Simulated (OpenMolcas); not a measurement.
Cd+: CASPT2 settings compared

```yaml
Program: OpenMolcas 26.06
Basis: ANO-RCC-VTZP [7s6p4d2f1g]
Scalar_Hamiltonian: DKH2, point nucleus
Active_space: 1 electron in 4 orbitals (5s 5p)
State_averaging: 2S+1 = 2 even, 1 root; 2S+1 = 2 odd, 3 roots
Spin-orbit_coupling: state interaction with AMFI integrals over the reference wave functions, term energies averaged over their components
```

Methods on the same reference wave functions:
A. CASSCF
B. SS-CASPT2, IPEA 0.4 Eh, imaginary shift 0.1 Eh (closed shells correlated: 4d)
C. XMS-CASPT2, IPEA 0.35 Eh, imaginary shift 0.15 Eh (closed shells correlated: 4d)

Energies in eV above 5s 2S 1/2, the measured ground level; measured values from NIST Handbook of Basic Atomic Spectroscopic Data.

| Level | A | B | C | Measured |
| --- | --- | --- | --- | --- |
| 5s 2S 1/2 | 0.0000 | 0.0000 | 0.0000 | 0.0000 |
| 5p 2P* 1/2 | 5.0580 | 5.589 | 5.550 | 5.4722 |
| 5p 2P* 3/2 | 5.2769 | 5.808 | 5.769 | 5.7800 |

Deviations, from unrounded energies. A percentage is the sum of absolute deviations over the sum of measured energies, with the sign that they share, or ± where signs differ.

| Against measurement | Levels | A | B | C |
| --- | --- | --- | --- | --- |
| mean absolute deviation (cm-1) | 2 | 3700 | 590 | 360 |
| other configurations (%) | 2 | -8.2 | +1.3 | ±0.8 |

C lies closest to measurement on these levels and A furthest from it. The largest miss of C in the table is 5p 2P* 1/2, by +630 cm-1. The ranking rests on the paired levels alone, and a cruder setting can come out closer through cancelling errors.

Between B and C the level of the table that moves most is 5p 2P* 1/2, by 320 cm-1 (lowest in C, highest in B).

The lowest spin-free term lies below A's lowest term by 0.321 hartree in B, 0.321 hartree in C.

With one active electron the reference holds no correlation, so core polarisation is missing (holds for A). With one active electron, CASPT2 adds the correlation within the correlated inactive shells and between them and that electron, and leaves the splitting within a term as the reference gives it (holds for B; C). Computed and measured levels are paired by configuration, term and J; levels that our copy of the source lacks, or whose pairing is in doubt (as where it misses far off the trend of its configuration), stay unpaired and out of the deviations. Only configurations of the active space appear.

* marks odd parity.
